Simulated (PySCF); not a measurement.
CH₈O₂Si₃, SMILES [Si@H]1(O)[SiH2]O[Si@@H]1C.

The structure is a stationary point at B3LYP-D3(BJ)/def2-SVP. The structure was generated by enumeration; whether it is a known compound was not checked. The values are those of a single conformer.

Calculation: M06-2X/def2-TZVP run with PySCF.

The molecule is in vacuum.

```json
{
 "total_energy": "-1061.93325 hartree",
 "highest_occupied_level": "-7.80 eV",
 "lowest_empty_level": "-0.29 eV",
 "orbital_gap": "7.51 eV",
 "dipole_moment": "0.87 D",
 "quadrupole, principal values (traceless, Buckingham form, about the centre of nuclear charge)": "-11.80, 3.32, 8.48 D·Å",
 "mean_static_polarisability": "97.4 bohr³ (14.44 Å³)",
 "polarisability_principal_values": "85.5, 96.0, 110.8 bohr³"
}
```
